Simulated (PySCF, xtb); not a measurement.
Si(Cl)2(GeH3)(OH) (Cl₂GeH₄OSi), SMILES [GeH3][Si](Cl)(O)Cl.

xtb 6.7.1 with GFN2-xTB at its own geometry gives an orbital gap of 5.75 eV and a dipole moment of 2.18 D.

Geometry: ωB97X-D3(BJ)/def2-SVP. The structure was generated by enumeration, and PubChem lists no compound with its InChIKey, so it may never have been made. One conformer was computed; it need not be the lowest.

Question: What does PBE/def2-TZVP run with PySCF give? (An estimate is asked for; the answer gives what the named calculation found.)

Answer: gap 6.30 eV (levels -7.33 and -1.02 eV), dipole 0.84 D.
